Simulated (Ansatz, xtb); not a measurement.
## Ligand exchange: CH3Na + HI → NaI + CH4

Species: CH3Na `[CH3][Na]`, singlet; HI (hydrogen iodide), singlet; NaI (Sodium Iodide), singlet; CH4 (methane) `C`, singlet. The partners trade CH3 for I: Na–CH3 and H–I bonds give way to Na–I and H–CH3.

Shapes, held fixed at every level: PBE0-D4/def2-TZVP. Programs: Ansatz 0.2.0, xtb 6.7.1. The zero-point and thermal change to 298 K, harmonic and unscaled (PBE0-D4/def2-TZVP), is +18.0 kJ/mol.

Question: Estimate ΔH(298 K) of this reaction.

Answer: The highest level, CCSD(T)/def2-TZVPP, gives ΔH(298 K) = -293.0 kJ/mol; the levels span -347.5 to -227.8. GFN1-xTB strays far from the other rows. The column of differences is taken from that level and isn't an error. No measured value is set beside it here. For atoms past krypton def2 sets carry core potentials with scalar relativity. Correlated rows may include outer-core shells of I, Na, which these sets cover unevenly. Times are processor times on shared x86 and Arm servers, and rough.

```json
{"level": "GFN1-xTB", "kind": "semi-empirical", "ΔH(298 K) (kJ/mol)": "-227.8", "less CCSD(T)/def2-TZVPP": "+65.2", "CPU time (sum over the molecules)": "0.16 s"}
{"level": "HF/def2-TZVPP", "kind": "Hartree–Fock", "ΔH(298 K) (kJ/mol)": "-347.5", "less CCSD(T)/def2-TZVPP": "-54.5", "CPU time (sum over the molecules)": "–"}
{"level": "B3LYP-D4/def2-TZVPP", "kind": "global hybrid", "ΔH(298 K) (kJ/mol)": "-289.3", "less CCSD(T)/def2-TZVPP": "+3.7", "CPU time (sum over the molecules)": "5.7 s"}
{"level": "r2SCAN0-D4/def2-TZVPP", "kind": "global hybrid", "ΔH(298 K) (kJ/mol)": "-316.3", "less CCSD(T)/def2-TZVPP": "-23.3", "CPU time (sum over the molecules)": "7.6 s"}
{"level": "wB97X-V/def2-TZVPP", "kind": "range-separated hybrid", "ΔH(298 K) (kJ/mol)": "-305.0", "less CCSD(T)/def2-TZVPP": "-12.0", "CPU time (sum over the molecules)": "12 s"}
{"level": "B2PLYP/def2-TZVPP", "kind": "double hybrid", "ΔH(298 K) (kJ/mol)": "-295.7", "less CCSD(T)/def2-TZVPP": "-2.7", "CPU time (sum over the molecules)": "7.8 s"}
{"level": "MP2/def2-SVP", "kind": "perturbation theory", "ΔH(298 K) (kJ/mol)": "-323.0", "less CCSD(T)/def2-TZVPP": "-30.0", "CPU time (sum over the molecules)": "–"}
{"level": "CCSD(T)/def2-SVP", "kind": "coupled cluster or CI", "ΔH(298 K) (kJ/mol)": "-312.7", "less CCSD(T)/def2-TZVPP": "-19.7", "CPU time (sum over the molecules)": "3.1 s"}
{"level": "CCSD(T)/def2-TZVPP", "kind": "coupled cluster or CI", "ΔH(298 K) (kJ/mol)": "-293.0", "less CCSD(T)/def2-TZVPP": "0.0", "CPU time (sum over the molecules)": "13 s"}
```
